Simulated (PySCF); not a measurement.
A PySCF script (with the pyscf-properties extension) for the NMR shieldings of `InChI=1S/C5H13B/c1-5(2,3)6-4/h6H,1-4H3`, on a GFN2-xTB geometry:

```python
import basis_set_exchange as bse
import numpy as np
from pyscf import gto, dft
from pyscf.prop import nmr

atoms = """
C     2.325650    0.270073   -0.177226
B     0.898933    0.483519   -0.795969
C    -0.416658   -0.041659   -0.064371
C    -1.017760    1.185552    0.651823
C    -1.456328   -0.561625   -1.069239
C    -0.173339   -1.134860    0.983258
H     2.362989    0.604533    0.858897
H     2.567394   -0.792404   -0.147218
H     3.125822    0.771380   -0.715813
H     0.771146    1.075147   -1.800664
H    -1.944634    0.908663    1.152358
H    -0.327142    1.572865    1.397872
H    -1.234584    1.980359   -0.058195
H    -1.703073    0.204356   -1.800407
H    -1.070025   -1.428355   -1.601815
H    -2.371962   -0.855687   -0.557010
H    -1.107762   -1.413565    1.469673
H     0.243404   -2.025255    0.516880
H     0.518126   -0.793787    1.749703
"""
names = dict.fromkeys(["C", "B", "H"], "pcSseg-1")
basis = {el: gto.basis.parse(bse.get_basis(n, elements=[el], fmt="nwchem")) for el, n in names.items()}
mol = gto.M(atom=atoms, basis=basis, charge=0, verbose=0)
mf = dft.RKS(mol, xc="PBE0")
mf.grids.level = 2
mf.grids.alignment = dft.numint.BLKSIZE   # the property module wants whole blocks of grid points
mf.conv_tol = 1e-9
mf.kernel()

calc = nmr.RKS(mf)   # GIAO
C = mf.mo_coeff
Co = C[:, mf.mo_occ > 0]
resp = mf.gen_response(singlet=True, hermi=2)
def vind(x):   # induced exchange potential for any number of trial vectors
    d = np.einsum("pi,xij,qj->xpq", C, 2 * x.reshape(-1, C.shape[1], Co.shape[1]), Co, optimize=True)
    return np.einsum("xpq,pi,qj->xij", resp(d - d.transpose(0, 2, 1)), C, Co, optimize=True).ravel()
mo1, _ = nmr.rhf.solve_mo1(calc, with_cphf=vind)
sigma = calc.kernel(mo1)
for i, s in enumerate(sigma):   # ppm
    print("%2d %-2s %9.2f" % (i, mol.atom_pure_symbol(i), np.trace(s) / 3))
```

Q: What are the results?

A: 
```
 0 C     176.20
 1 B       8.24
 2 C     154.70
 3 C     162.62
 4 C     156.89
 5 C     159.01
 6 H      30.82
 7 H      31.03
 8 H      30.31
 9 H      23.85
10 H      30.88
11 H      31.24
12 H      30.82
13 H      30.38
14 H      30.63
15 H      30.92
16 H      31.02
17 H      30.74
18 H      30.39
```

These numbers come from an equivalent density-fitted implementation of the same equations, which agrees with the script to about 0.01 ppm for H and up to a few tenths of a ppm for heavy atoms, so last digits may differ.

Size and cost of the density-fitted run: 167 basis functions, 21 s wall time on 1 thread of an Arm Neoverse V2, shared host; peak memory 0.84 GiB.
